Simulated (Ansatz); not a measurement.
Ansatz (a program for electronic structure) input:
A basis named .json is the Basis Set Exchange file of that set.

Ansatz 0.2 input:
```yaml
crystal:
  periodic: [false, false, false]
  atoms:
    - {symbol: C, position_ang: [-2.55719028, -0.23628844, -0.19833439]}
    - {symbol: Si, position_ang: [-0.76945700, -0.04190763, -0.74929032]}
    - {symbol: I, position_ang: [0.52291808, -2.00358504, 0.02674335]}
    - {symbol: I, position_ang: [0.13438804, 2.05693923, 0.19862625]}
    - {symbol: H, position_ang: [-2.60447217, -0.28692476, 0.89100930]}
    - {symbol: H, position_ang: [-3.14337025, 0.61766422, -0.54026453]}
    - {symbol: H, position_ang: [-2.97384200, -1.15407411, -0.61526261]}
basis:
  gaussian:
    orbitals: def2-QZVPP.json
    fitting: {mean_field: def2-universal-jkfit, correlation: def2-QZVPP-RIFIT.json}
magnetization: {spin_polarized: true, initial_magnetization: 1}
correlation: {method: mp2, electrons: outside_noble_gas}
```

Problem. What final total energy does it print?

Solution. -922.57990 Eh (RI-MP2/def2-QZVPP). The basis has 381 functions.

It need not be the lowest isomer of its formula.
